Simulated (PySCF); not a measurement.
The dipole of `CCO[SiH2]OCC` from its density and from atomic charges.

Coordinates (GFN2-xTB, Å) and charges (e) from the PBE0/pcSseg-1 density (PySCF):

| atom | x | y | z | Mulliken | IAO | Hirshfeld | ESP-fitted |
| --- | --- | --- | --- | --- | --- | --- | --- |
| C1 | 3.196 | 0.877 | -0.136 | -0.2822 | -0.4241 | -0.1216 | -0.4116 |
| C2 | 2.435 | -0.354 | -0.606 | +0.0375 | -0.0329 | +0.0152 | +0.3415 |
| O3 | 1.075 | -0.213 | -0.309 | -0.6399 | -0.6599 | -0.2264 | -0.4184 |
| Si4 | -0.048 | -1.369 | -0.129 | +0.9712 | +1.2188 | +0.4346 | +0.6003 |
| O5 | -1.417 | -0.668 | 0.338 | -0.6274 | -0.6441 | -0.2199 | -0.4563 |
| C6 | -2.183 | 0.340 | -0.262 | +0.0396 | -0.0360 | +0.0153 | +0.4307 |
| C7 | -3.412 | 0.618 | 0.590 | -0.2806 | -0.4241 | -0.1224 | -0.4523 |
| H8 | 3.084 | 0.994 | 0.939 | +0.1186 | +0.1480 | +0.0429 | +0.1183 |
| H9 | 2.804 | 1.765 | -0.625 | +0.1185 | +0.1482 | +0.0431 | +0.1124 |
| H10 | 4.251 | 0.774 | -0.376 | +0.1069 | +0.1429 | +0.0455 | +0.0977 |
| H11 | 2.551 | -0.481 | -1.690 | +0.1074 | +0.1262 | +0.0366 | -0.0095 |
| H12 | 2.830 | -1.253 | -0.118 | +0.0990 | +0.1170 | +0.0371 | -0.0033 |
| H13 | 0.205 | -2.236 | 1.012 | -0.1515 | -0.1725 | -0.0891 | -0.1131 |
| H14 | -0.189 | -2.102 | -1.394 | -0.1680 | -0.1948 | -0.0945 | -0.1343 |
| H15 | -1.577 | 1.248 | -0.364 | +0.1110 | +0.1301 | +0.0384 | -0.0275 |
| H16 | -2.485 | 0.018 | -1.267 | +0.0994 | +0.1201 | +0.0359 | -0.0180 |
| H17 | -4.014 | -0.282 | 0.676 | +0.1160 | +0.1465 | +0.0415 | +0.1159 |
| H18 | -3.108 | 0.926 | 1.587 | +0.1187 | +0.1486 | +0.0429 | +0.1251 |
| H19 | -4.008 | 1.407 | 0.139 | +0.1057 | +0.1420 | +0.0449 | +0.1024 |

**Question.** Compute μ = Σ q r for each scheme (1 e·Å = 4.803 D) and compare with the dipole of the full density.

**Answer.** The full density gives (0.83, 0.42, -1.05) D, 1.40 D in size; dipole vectors point from the negative to the positive end.

```json
{"scheme": "Mulliken", "μx": "1.16", "μy": "0.47", "μz": "-1.44", "size (D)": "1.91", "share of the full size (%)": "137", "angle to the full dipole (°)": "4"}
{"scheme": "IAO", "μx": "1.18", "μy": "-0.79", "μz": "-1.52", "size (D)": "2.08", "share of the full size (%)": "149", "angle to the full dipole (°)": "40"}
{"scheme": "Hirshfeld", "μx": "0.46", "μy": "0.22", "μz": "-0.55", "size (D)": "0.75", "share of the full size (%)": "53", "angle to the full dipole (°)": "1"}
{"scheme": "ESP-fitted", "μx": "0.84", "μy": "0.41", "μz": "-1.04", "size (D)": "1.40", "share of the full size (%)": "100", "angle to the full dipole (°)": "1"}
```

**Question.** Which set comes closest?

**Answer.** Length of the difference vector: ESP-fitted 0.02 D, Mulliken 0.52 D, Hirshfeld 0.65 D, IAO 1.35 D. Closest: ESP-fitted. 

**Question.** What is left for the Hirshfeld atoms' own dipoles?

**Answer.** The Hirshfeld atoms' densities add up to the full density, so μ = Σ q r + Σ (atomic dipoles). The atomic dipoles sum to (0.83, 0.42, -1.05) − (0.46, 0.22, -0.55) = (0.37, 0.20, -0.50) D, 0.65 D in size.

**Question.** With the origin at the mean of the coordinates, (-0.001, 0.000, -0.105) Å, which are the largest single terms, by size, of the Mulliken dipole along the direction of the full one?

**Answer.** O5 +4.13, C7 +3.16, C1 -2.95, O3 -2.22, Si4 -1.98 D; all 19 atoms together +1.91 D. The single terms depend on the origin, their sum doesn't.

**Question.** Give the size of the full dipole in other units.

**Answer.** 1.40 D = 0.550 au = 0.291 e·Å = 4.67 × 10⁻³⁰ C·m.

Isolated species at its GFN2-xTB geometry (one conformer only).

Shape of the structure used: `[CH3:1][CH2:2][O:3][SiH2:4][O:5][CH2:6][CH3:7]`: C1–C2–O3–Si4 -157°, C2–O3–Si4–O5 175°, O3–Si4–O5–C6 58°, Si4–O5–C6–C7 179°.
